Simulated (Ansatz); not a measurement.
A nudged elastic band was laid between two geometries of BClH2O + BrH (7 atoms, charge 0, multiplicity 1).

All numbers below come from RKS PBE/def2-SVP (Ansatz 0.2.0).

* movable images: 7
* climbing image: yes
* spring: 5.0 eV/Å²
* optimiser: quadratic models (default)
* start path: through a guess of the saddle point
* force threshold: 0.03 eV/Å
* iteration limit: 60
* end points: relaxed

Initial state:

```xyz
7
Properties=species:S:1:pos:R:3
B -0.087 -0.622 -0.066
O -0.335 0.299 0.906
H -1.150 0.105 1.407
Cl 1.350 -0.403 -1.051
H -0.823 -1.568 -0.258
Br 0.935 3.189 2.273
H 0.532 1.975 1.594
```

Final state:

```xyz
7
Properties=species:S:1:pos:R:3
B 0.127 0.402 0.029
O -0.012 -0.092 1.629
H -0.974 -0.111 1.824
Cl 1.608 -0.399 -0.608
H -0.932 0.069 -0.469
Br 0.270 2.409 0.282
H 0.335 0.696 2.118
```

Task: What changes between the two ends?

Result: Bonds broken: Br6–H7. Bonds formed: B1–Br6, O2–H7. BClH2O + BrH becomes BBrClH3O.

Task: Give the energies along the band, and the barrier.

Result: The forces met the threshold. The highest image is number 6 of 0 to 8, 18.5 kcal/mol above the first end and 10.8 kcal/mol above the last; the last end lies 7.7 kcal/mol above the first. A vibrational analysis at the climbing image gives one clearly imaginary mode, 817i cm⁻¹: a first-order saddle point. The orbitals stay closed-shell, which can raise the energy where a bond breaks towards radicals; this wasn't checked here.

| image | path coordinate (Å) | energy (kcal/mol) | Br6–H7 (Å) | B1–Br6 (Å) | O2–H7 (Å) |
| --- | --- | --- | --- | --- | --- |
| 0 | 0.00 | 0.0 | 1.45 | 4.59 | 2.01 |
| 1 | 0.60 | 0.1 | 1.45 | 4.46 | 2.00 |
| 2 | 1.19 | 0.5 | 1.45 | 4.23 | 2.01 |
| 3 | 1.79 | 1.1 | 1.44 | 3.93 | 2.06 |
| 4 | 2.39 | 2.1 | 1.44 | 3.57 | 2.12 |
| 5 | 2.98 | 6.2 | 1.46 | 3.00 | 1.85 |
| 6 | 3.58 | 18.5 | 1.67 | 2.45 | 1.28 |
| 7 | 4.04 | 9.9 | 2.07 | 2.12 | 1.03 |
| 8 | 4.51 | 7.7 | 2.51 | 2.03 | 0.99 |

Task: What is the geometry of the highest image?

Result: 
```xyz
7
Properties=species:S:1:pos:R:3
B 0.111 0.081 0.134
O -0.004 -0.076 1.615
H -0.942 -0.222 1.856
Cl 1.621 -0.529 -0.539
H -0.911 0.052 -0.513
Br 0.363 2.475 0.597
H 0.183 1.193 1.655
```

Task: What are the harmonic wavenumbers there?

Result: 817i, 133, 326, 357, 409, 447, 740, 830, 938, 991, 1097, 1178, 1384, 2616, 3674 cm⁻¹.

The run took 3.6 min on 2 threads of Arm Neoverse V1 (shared host), peak memory 0.14 GiB.
